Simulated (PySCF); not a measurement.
A structure optimised at PBE-D3(BJ)/def2-SVP, used in a PySCF frequency run:

```
Al
F 1 1.6882
As 1 2.4457 2 115.94
H 3 1.5428 1 88.86 2 147.06
H 3 1.5429 4 91.75 1 87.80
As 1 2.4457 2 115.94 5 153.41
H 6 1.5428 1 88.86 2 147.06
H 6 1.5429 7 91.75 1 87.80
```
Charge 0, spin multiplicity 1.

Problem. Write its SMILES, formula and point group.

Solution. [F][Al]([AsH2])[AsH2], AlAs₂FH₄, C2

Problem. What are its rotational constants (standard atomic weights)?

Solution. 3.3366, 0.67612, 0.56793 GHz
